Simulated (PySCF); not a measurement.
**How good is the calculation?**

Mapped SMILES: `[CH3:1][NH:2][c:3]1[cH:4][cH:5][cH:6][n:7][cH:8]1` (H(Xn): hydrogen on atom n).

Published estimates (parent shift plus substituent increments) and measurements: δ ¹³C C3 146.8; C6 137.9; C8 136.2; C5 124.3; C4 117.7 ppm (estimated from measurements, as parent shift plus tabulated substituent increment; solution, not stated per compound (mostly CDCl3 or CCl4); Pretsch, Buehlmann, Badertscher, Structure Determination of Organic Compounds, 4th ed. (2009)).

All values are calculated (PySCF): structure optimised with PBE0-D3(BJ)/def2-TZVP, shieldings: GIAO B97-2/pcSseg-2. Single conformer, in vacuum, non-relativistic Hamiltonian, equivalent nuclei averaged.

Problem. Set the calculated values beside the experiment.

Solution. 
Reference values: estimated from measurements, as parent shift plus tabulated substituent increment (solution, not stated per compound (mostly CDCl3 or CCl4); Pretsch, Buehlmann, Badertscher, Structure Determination of Organic Compounds, 4th ed. (2009)).
```csv
atoms,quantity,reference,computed,"computed, scaled"
C3,δ ¹³C,146.8,150.9,143.5
C6,δ ¹³C,137.9,145.5,138.4
C8,δ ¹³C,136.2,144.3,137.2
C5,δ ¹³C,124.3,129.4,122.8
C4,δ ¹³C,117.7,118.8,112.6
```

Computed shifts are σ(ref) − σ with the named reference compound (TMS for H and C) calculated as an isolated molecule at the same level. The measured values may be among those fitted. Scaled to experiment by linear calibration (H and C: mostly CDCl3 data, vs TMS): ¹³C: δ = 176.83 − 0.965σ (rms 2.0 ppm, 507 shifts, 2.1 ppm with the 1 outlier that the fit left out). A few per cent of atoms miss by over 2 rms, more outside the fitted compound classes.

Problem. How far are the unscaled ¹³C shifts from the references?

Solution. Mean signed difference +5.20 ppm, mean absolute 5.20 ppm over 5 comparisons; the largest is +8.1 ppm at C8 (aromatic CH next to a ring nitrogen).
